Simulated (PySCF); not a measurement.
Some computed properties have been withheld. Give your best values.

C2H11NSi4.
InChI=1S/C2H11NSi4/c3-1-2-5-7-6-4/h2,5-7H2,4H3

Conformer (atom-mapped SMILES and torsion angles): `[N:1]#[C:2][CH2:3][SiH2:4][SiH2:5][SiH2:6][SiH3:7]`: C2–C3–Si4–Si5 -179°, C3–Si4–Si5–Si6 56°, Si4–Si5–Si6–Si7 180°.

```json
{"property": "point group", "level": "PBE0-D3(BJ)/def2-SVP", "value": "C1"}
{"property": "rotational constants A, B, C", "level": "PBE0-D3(BJ)/def2-SVP", "value": "2.902, 0.393, 0.361 GHz"}
{"property": "dipole moment", "level": "B3LYP/def2-SVPD", "value": "?"}
{"property": "HOMO energy", "level": "B3LYP/def2-SVPD", "value": "-7.80 eV"}
{"property": "LUMO energy", "level": "B3LYP/def2-SVPD", "value": "-0.97 eV"}
{"property": "lowest singlet excitation", "level": "TDDFT B3LYP/def2-SVPD", "value": "6.20 eV (200 nm, f = 0.359)"}
{"property": "lowest triplet excitation (Tamm–Dancoff)", "level": "TDA B3LYP/def2-SVPD", "value": "?"}
{"property": "static isotropic polarisability", "level": "B3LYP/def2-SVPD", "value": "154.2 au"}
{"property": "vertical ionisation energy", "level": "ΔSCF B3LYP/def2-SVPD", "value": "?"}
{"property": "electronic spatial extent ⟨r²⟩ about the centre of nuclear charge", "level": "B3LYP/def2-SVPD", "value": "2967 bohr²"}
{"property": "13C chemical shifts (computed TMS as zero) by class", "level": "GIAO PBE0/pcSseg-1", "value": "122.0 (1 C), -2.9 (1 C) ppm"}
{"property": "1H chemical shifts (computed TMS as zero) by class", "level": "GIAO PBE0/pcSseg-1", "value": "4.30 (2 H), 3.71 (3 H), 3.39 (2 H), 3.38 (2 H), 1.47 (2 H) ppm"}
{"property": "isotropic shieldings of nuclei other than C and H, by class", "level": "GIAO PBE0/pcSseg-1", "value": "-38 (1 N), 411 (1 Si), 455 (1 Si), 465 (1 Si), 470 (1 Si) ppm"}
```

The electronic properties come from PySCF, for the isolated species, density fitting. The structure is a single PBE0-D3(BJ)/def2-SVP conformer in the gas phase; no vibrational or solvent corrections. NMR classes are plain means over equivalent atoms (diastereotopic ones count apart unless rotation or inversion swaps them), as if these changed places fast; in this geometry the members of some classes differ.

Question: The dipole moment?

Answer: 4.55 D.

Question: The vertical ionisation energy?

Answer: 9.49 eV.

Question: What is the lowest triplet excitation (Tamm–Dancoff)?

Answer: 5.39 eV.

The dipole equals about 15.2 × 10⁻³⁰ C·m (1 D = 3.33564 × 10⁻³⁰ C·m). With B = h/(8π²I), that is 505.379 GHz u Å² over I, the principal moments of inertia are 174.1, 1286.5 and 1401.5 u Å² (most abundant isotopes). The ΔSCF ionisation energy exceeds −ε(HOMO) by 1.69 eV with B3LYP. The rotational constants make it an asymmetric top with κ = (2B − A − C)/(A − C) = -0.97, nearer the prolate limit (−1). The principal polarisabilities are 117.9, 134.4 and 210.4 au; their mean is the isotropic value.
